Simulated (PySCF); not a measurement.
Below is a simulated gas-phase Cl 2p photoelectron spectrum of Be4Cl4H4 ((HBe-mu3-Cl)4 cubane).

Every computed line was given a Gaussian of 0.8 eV full width at half maximum and an area set by the number of equivalent atoms (split 2:1 within a doublet); the highest printed point is 100. Method: delta-SCF UKS SCAN, pcX-2 on the ionised atom, pcseg-1 elsewhere, spin-free X2C in PySCF 2.14.0.

(binding energy (eV), intensity): (206.6, 0), (206.7, 1), (206.8, 2), (206.9, 5), (207.0, 9), (207.1, 17), (207.2, 28), (207.3, 43), (207.4, 61), (207.5, 78), (207.6, 92), (207.7, 100), (207.8, 99), (207.9, 90), (208.0, 75), (208.1, 58), (208.2, 40), (208.3, 26), (208.4, 16), (208.5, 10), (208.6, 7), (208.7, 8), (208.8, 12), (208.9, 18), (209.0, 26), (209.1, 35), (209.2, 43), (209.3, 48), (209.4, 50), (209.5, 48), (209.6, 42), (209.7, 34), (209.8, 25), (209.9, 17), (210.0, 10), (210.1, 6), (210.2, 3), (210.3, 1), (210.4, 1), (210.5, 0)

Question: Count the maxima, the lines and the sites behind this envelope.

Answer: The curve has 2 maxima (at 207.7 and 209.4 eV). Under it lie 2 lines from 1 inequivalent chlorine site, drawn as a 2p3/2, 2p1/2 pair.

Question: Decompose the envelope and assign each component. Bonds: Be1–Cl3, Be1–Cl6, Be1–Cl9, Cl3–Be4, Cl3–Be10, Be4–Cl6, Be4–Cl12, Cl6–Be7, Be7–Cl9, Be7–Cl12, Cl9–Be10, Be10–Cl12. Hydrogens: H2 on Be1; H5 on Be4; H8 on Be7; H11 on Be10.

Answer: 
```tsv
position (eV)	relative area	line	atoms	environment
207.74	2.67	Cl 2p3/2	Cl3/Cl6/Cl9/Cl12	chlorine bonded to 3 Be
209.39	1.33	Cl 2p1/2	Cl3/Cl6/Cl9/Cl12	chlorine bonded to 3 Be
```

Question: What are the centre and the root-mean-square width of the whole band?

Answer: The area-weighted mean of the lines is 208.29 eV. Their own spread about it is 0.78 eV (rms) and each Gaussian has σ = 0.8/2.355 = 0.34 eV; the variances add, which gives 0.85 eV.

Shake-up satellites, vibrational structure and lifetime widths aren't simulated. Atoms equivalent by their bonding share one computed value, that of the first of them. 2p3/2 and 2p1/2 are the ΔSCF energy of one spin-free 2p hole plus the eigenvalues of a spin–orbit and ligand-field matrix of the shell. 2p1/2 minus 2p3/2 (ligand field included): Cl 1.65 eV. The structure is a single PBE0-D3(BJ)/def2-SVP conformer in the gas phase; no vibrational or solvent corrections.
